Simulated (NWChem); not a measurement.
Species: C2HF3OSi; SMILES FC1=CO[Si]1(F)F

```xyz
8

F      1.0674     2.2535     0.0000
C      0.2187     1.2312     0.0000
C     -1.1419     1.1988     0.0000
O     -1.5700    -0.1420     0.0000
Si     0.0913    -0.6109     0.0000
F      0.5010    -1.4942    -1.2886
F      0.5010    -1.4942     1.2886
H     -1.9191     1.9795     0.0000
```
Atoms are numbered in this order, from 1.

All runs: NWChem. The geometry was optimised at PBE-D3(BJ)/def2-SVP. Atomic charges in e: unrestrained fits to the electrostatic potential beside Mulliken populations; buried atoms are poorly determined by the fit.

**Question.** Predict the results for B3LYP/def2-SVP. Quantities: ESP F1; Mulliken F1; ESP C2; Mulliken C2; ESP C3; Mulliken C3; ESP O4; Mulliken O4; ESP Si5; Mulliken Si5; relative RMS misfit of the potential (%).

**Answer.** 
```json
{
 "ESP F1": "-0.10",
 "Mulliken F1": "-0.17",
 "ESP C2": "-0.19",
 "Mulliken C2": "-0.03",
 "ESP C3": "0.10",
 "Mulliken C3": "0.18",
 "ESP O4": "-0.45",
 "Mulliken O4": "-0.43",
 "ESP Si5": "1.11",
 "Mulliken Si5": "1.00",
 "relative RMS misfit of the potential (%)": "30"
}
```
